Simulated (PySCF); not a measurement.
silacyclobutane (C$_{3}$H$_{8}$Si), singlet, at a GFN2-xTB geometry. Base run: PySCF with PBE0/STO-3G.

Input for PySCF:
```python
from pyscf import gto, scf, dft

mol = gto.Mole()
mol.atom = '''
    C     0.940169    0.398054    0.937563
    C     0.999303   -0.746269   -0.095919
    Si   -0.778820   -0.361444   -0.683195
    C    -0.384486    1.070573    0.520355
    H     1.797585    1.068609    0.885947
    H     0.880944    0.008491    1.953051
    H     1.768052   -0.579485   -0.848033
    H     1.188862   -1.722218    0.345160
    H    -1.810680   -1.298942   -0.236303
    H    -0.962719   -0.022653   -2.094919
    H    -0.221265    2.032382    0.037914
    H    -1.067220    1.239897    1.349911
'''
mol.basis = 'sto-3g'
mol.charge = 0
mol.spin = 0
mol.verbose = 4
mol.build()

mf = dft.RKS(mol)
mf.xc = 'pbe0'
mf.kernel()
```

The base run was repeated with changes; each row names its change, and settings that it needs were set with it.

```csv
change,ΔE vs base (mEh),fitting functions,dipole (D)
base,0.000,-,0.56
auxbasis = default (with mf = mf.density_fit()),-1.462,497,0.56
auxbasis = even-tempered beta=1.6,-6.416,380,0.56
auxbasis = autoaux,-6.760,356,0.56
only_dfj = on; auxbasis = def2-universal-jfit,…,…,0.56
auxbasis = def2-universal-jkfit,-1.462,497,0.56
auxbasis = cc-pvtz-ri,…,…,0.56
auxbasis = even-tempered beta=3.0,-19.217,174,0.55
auxbasis = cc-pvtz-jkfit,…,…,0.56
auxbasis = cc-pvqz-jkfit,-0.240,874,0.56
```

Fill in the missing entries.


- only_dfj = on; auxbasis = def2-universal-jfit, ΔE vs base (mEh): -2.371
- only_dfj = on; auxbasis = def2-universal-jfit, fitting functions: 286
- auxbasis = cc-pvtz-ri, ΔE vs base (mEh): -7.229
- auxbasis = cc-pvtz-ri, fitting functions: 605
- auxbasis = cc-pvtz-jkfit, ΔE vs base (mEh): -0.324
- auxbasis = cc-pvtz-jkfit, fitting functions: 598

A fitting set is made for a task (jfit for Coulomb, jkfit for Coulomb and exchange, ri for correlation) and for a family of orbital bases.
